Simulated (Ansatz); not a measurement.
`[F][Ti]([Cl])([Cl])[Cl]` + `[SH][Ge]([SH])([Cl])[Cl]` → `[SH][Ti]([Cl])([Cl])[Cl]` + `[F][Ge]([SH])([Cl])[Cl]`  (redistribution)

Computed with Ansatz on PBE0-D4/def2-TZVP structures; ΔE is electronic, products minus reactants. CCSD(T)/CBS is the MP2 limit (def2-TZVPP, def2-QZVPP) plus CCSD(T) − MP2 in def2-TZVPP, frozen cores. DFT in def2-TZVPP. For Ge, Ti outer-core shells are correlated without core-valence functions, which leaves a few kJ/mol of doubt a bond. Scalar relativity is left out up to krypton. Each species was taken in one conformer, which may not be the lowest.

```json
{"level": "PBE-D4", "ΔE (kJ/mol)": "66.8"}
{"level": "B97M-V", "ΔE (kJ/mol)": "57.9"}
{"level": "PBE0-D4", "ΔE (kJ/mol)": "65.2"}
{"level": "r2SCANh-D4", "ΔE (kJ/mol)": "62.0"}
{"level": "BHLYP-D4", "ΔE (kJ/mol)": "62.1"}
{"level": "PBE0", "ΔE (kJ/mol)": "65.0"}
{"level": "RPA@PBE/def2-TZVPP", "ΔE (kJ/mol)": "53.8"}
{"level": "CCSD/def2-TZVPP", "ΔE (kJ/mol)": "60.8"}
```

(1) What does CCSD(T)/CBS give? (An estimate is asked.)

Largest T1 diagnostic among the species: 0.026, so the coupled-cluster value is less sure than usual.

Answers

(1) Computed: +52.7 kJ/mol. The listed levels differ from it by 14.1, 5.2, 12.5, 9.3, 9.4, 12.3, 1.1, 8.1 kJ/mol.

In def2-TZVPP, CCSD(T) changes the Hartree–Fock value by −10.4 kJ/mol (the triples alone add −6.9 kJ/mol) and MP2 by −21.3 kJ/mol. At CCSD(T), def2-SVP lies +3.5 kJ/mol from the extrapolated value and def2-TZVPP +1.2 kJ/mol.
